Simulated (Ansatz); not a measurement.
Consider the redistribution: `[F][Hf]([F])([Cl])[Cl]` + `CC(C)[NH][Zr]([F])([F])[F]` → `CC(C)[NH][Hf]([F])([Cl])[Cl]` + `[F][Zr]([F])([F])[F]`.

Isolated molecules relaxed with PBE0-D4/def2-TZVP in Ansatz; ΔE leaves out vibrations. CBS: MP2 limit from def2 TZ/QZ plus the TZ coupled-cluster correction, frozen cores. Functionals use def2-TZVPP. B3LYP here is the variant with VWN-RPA as its local correlation; programs differ in this. HSE06 is defined as in plane-wave codes. Elements past krypton have def2 core potentials. For Hf, Zr outer-core shells are correlated without core-valence functions, which leaves a few kJ/mol of doubt a bond. Each species was taken in one conformer, which may not be the lowest.

`[F][Hf]([F])([Cl])[Cl]`:

```xyz
5

F     0.559   -1.854    0.097
Hf    0.012   -0.057   -0.066
F    -0.237    0.323   -1.897
Cl   -2.001    0.247    1.069
Cl    1.667    1.340    0.797
```

`CC(C)[NH][Zr]([F])([F])[F]`:

```xyz
16

C     1.452    0.437   -1.304
C     0.634    0.649   -0.041
C    -0.762    1.156   -0.365
N     0.528   -0.582    0.733
Zr   -1.135   -1.566    1.296
F    -2.221   -0.427    2.386
F    -2.159   -2.044   -0.248
F    -0.536   -3.101    2.250
H     0.965   -0.296   -1.953
H     1.562    1.372   -1.859
H     2.453    0.068   -1.067
H     1.135    1.412    0.572
H    -1.341    1.347    0.544
H    -0.716    2.094   -0.920
H    -1.302    0.436   -0.991
H     1.443   -0.955    0.966
```

`CC(C)[NH][Hf]([F])([Cl])[Cl]`:

```xyz
16

C     1.369   -0.401   -1.427
C     0.907    0.090   -0.065
C     0.574   -1.068    0.859
N    -0.252    0.968   -0.186
Hf   -2.096    0.844    0.576
F    -2.757   -0.923    0.336
Cl   -2.002    1.293    2.887
Cl   -3.369    2.449   -0.567
H     2.266   -1.018   -1.334
H     0.586   -0.998   -1.902
H     1.605    0.437   -2.089
H     1.726    0.663    0.393
H     0.269   -0.713    1.848
H     1.444   -1.711    1.000
H    -0.227   -1.686    0.440
H    -0.042    1.773   -0.769
```

`[F][Zr]([F])([F])[F]`:

Z-matrix (Å, degrees):
```
Zr
F 1 1.893
F 1 1.893 2 109.5
F 1 1.893 2 109.5 3 120.0
F 1 1.893 2 109.5 3 -120.0
```

**Question.** Is it downhill or uphill in electronic energy at CCSD(T)/CBS, and by how much? (An estimate is asked.)

**Answer.** Ansatz gave: Downhill: ΔE = -7.0 kJ/mol.

**Question.** What do these levels give: r2SCAN-D4, B3LYP-D4, ωB97M-V, BLYP, B3LYP, r2SCANh, r2SCAN0, HSE06, HF/def2-TZVPP, CCSD/def2-TZVPP, CCSD(T)/def2-TZVPP, SCS-MP2/def2-QZVPP? (Estimate.)

**Answer.** Computed: r2SCAN-D4 -6.6, B3LYP-D4 -6.2, ωB97M-V -7.7, BLYP -3.6, B3LYP -4.6, r2SCANh -6.2, r2SCAN0 -6.5, HSE06 -6.3, HF/def2-TZVPP -6.6, CCSD/def2-TZVPP -7.7, CCSD(T)/def2-TZVPP -8.2, SCS-MP2/def2-QZVPP -9.2 kJ/mol.

Largest T1 diagnostic among the species: 0.018.

Leaving LDA and LC-ωPBE aside and taking each functional with its dispersion term where it has one, the values, not all of them listed here, spread over 3.6 kJ/mol, from PBE-QIDH to BLYP-D4.
